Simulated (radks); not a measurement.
Values are calculated unless marked as measured or tabulated.
Question: Species: Ag15+. Configuration: [Ar] 3d10 4s2 4p2 (the NIST ground configuration). Level of theory: Dirac Kohn-Sham, BLYP, spin-unpolarised, spherical densities, finite nucleus; open shells are shared between the two j in proportion to 2j + 1; Fermi nuclear charge, rms radius 4.5454 fm (a radial shooting solver on a logarithmic mesh with Libxc functionals). Some entries of the table are withheld. Estimate them.

| orbital | occ. | eigenvalue (eV) | <1/r> (bohr^-1) |
|---|---|---|---|
| 1s1/2 | 2 | -25692.44 | 49.44 |
| 2s1/2 | 2 | (1) | 11.40 |
| 2p1/2 | 2 | -3834.310 | (2) |
| 2p3/2 | 4 | -3658.614 | (3) |
| 3s1/2 | 2 | -1037.147 | 4.017 |
| 3p1/2 | 2 | -933.0001 | (4) |
| 3p3/2 | 4 | -901.3724 | (5) |
| 3d3/2 | 4 | -717.7890 | 3.606 |
| 3d5/2 | 6 | -711.3301 | 3.563 |
| 4s1/2 | 2 | -406.3453 | 1.740 |
| 4p1/2 | 0.666667 | (6) | (7) |
| 4p3/2 | 1.33333 | (8) | (9) |

Answer: 
(1) 2s1/2 eigenvalue (eV): -4096.218
(2) 2p1/2 <1/r> (bohr^-1): 11.38
(3) 2p3/2 <1/r> (bohr^-1): 10.69
(4) 3p1/2 <1/r> (bohr^-1): 3.927
(5) 3p3/2 <1/r> (bohr^-1): 3.760
(6) 4p1/2 eigenvalue (eV): -369.0753
(7) 4p1/2 <1/r> (bohr^-1): 1.667
(8) 4p3/2 eigenvalue (eV): -361.4513
(9) 4p3/2 <1/r> (bohr^-1): 1.620
